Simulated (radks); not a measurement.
Mg2+, 10 electrons, occupied as [Ne] (the NIST ground configuration). All-electron calculation, Dirac Kohn-Sham, BLYP, spin-unpolarised, spherical densities, point nucleus. Program: a radial shooting solver on a logarithmic mesh with Libxc functionals. Some entries of the table are withheld. Estimate them.

orbital,occ.,eigenvalue (eV),<r> (bohr),<r^2> (bohr^2)
1s1/2,2,-1281.301,(1),(2)
2s1/2,2,-99.8179,0.6955,0.5822
2p1/2,2,(3),0.6825,0.5971
2p3/2,4,(4),0.6847,0.6009

Answer. 
(1) 1s1/2 <r> (bohr): 0.1306
(2) 1s1/2 <r^2> (bohr^2): 0.02299
(3) 2p1/2 eigenvalue (eV): -66.9291
(4) 2p3/2 eigenvalue (eV): -66.6364
